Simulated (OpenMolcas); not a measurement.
Mo3+ (d3) in a complex was computed by CASSCF with the d shell active (OpenMolcas, ANO-RCC-VTZP on the metal). Its lowest spin-free states, and all those of the highest spin:

```
2S+1  Degeneracy  E (cm-1)
   4           1       0.0
   4           2     216.4
   4           1      3403
   2           1      8653
   2           2      9746
   2           1     10748
   2           1     11879
   2           1     11957
   2           2     11989
   2           1     13168
   2           2     13182
   2           1     15414
   4           2     25714
   4           1     29373
   4           1     32314
   4           2     41677
```

Is the site octahedral, tetrahedral or cube-like, axial, or of lower symmetry?

The states with 2S+1 = 4 have orbital degeneracies 1, 2, 1, 2, 1, 1, 2. There are pairs but no triples, so the site is axial: not cubic, but with a proper or improper axis of order three or more. The run had Mo3+ with 4 ligands (chloride) in square-planar coordination (D4h) at 2.32 Å. A charge of +0.25 e stands 2.4 Å behind each ligand. Ligand basis ANO-RCC-VDZP.

Without dynamic correlation the repulsion within the d shell is too large (B by tens of per cent), so at a given field states of lower spin stand too high. The least metal-like active orbital is 72 % on the metal (Löwdin) and no ligand orbital is active, so the numbers are rough. With metal d orbitals alone the field can be off either way by tens of per cent. Ligand-to-metal charge-transfer states are missing. With no ligand orbital active B as a rule stays too high, so bands that hang on it stand too high and its fall with covalency is understated. No measured value stands beside these numbers; the geometry was imposed, not optimised, and the real ion may take another.
